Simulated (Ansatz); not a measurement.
Ge₂H⁻, relaxed as a singlet with RKS PBE-D4/def2-TZVPD in Ansatz, starting from packed atoms. Force threshold 0.02 eV/Å.

The highest occupied level of the charge -1 singlet lies above zero (up to 0.73 eV). The electron is either unbound and held by the finite basis, or the level is raised by self-interaction error. The structure comes from a short search, and lower isomers may exist.

Start:

```tsv
atom	x (Å)	y (Å)	z (Å)
Ge1	0.1673	0.2642	-0.2396
Ge2	0.2534	-2.0261	0.4504
H3	-0.4207	1.7619	-0.2108
```

(1) Estimate the energy that the relaxation releases and the steps that it takes.

(2) Does the start keep its bonding?

(3) Predict the relaxed structure.

Answers

(1) 23.1 kJ/mol, in 8 steps; 8 s on 4 threads of AMD EPYC 7R43 on a shared host. The force fell under the threshold at step 6, but the optimiser went on. No frequencies were taken in this run, so the end may be a saddle point.

(2) By distances, no bond broke or formed. The bond that changes most is Ge1–Ge2, from 2.39 to 2.19 Å (atoms count from 1). The end is the same structure that another start reached.

(3) 
```xyz
3

Ge   -0.032    0.198   -0.038
Ge    0.328   -1.930    0.351
H    -0.296    1.732   -0.313
```
Bond lengths: 1 × Ge–Ge 2.19 Å; 1 × Ge–H 1.58 Å.
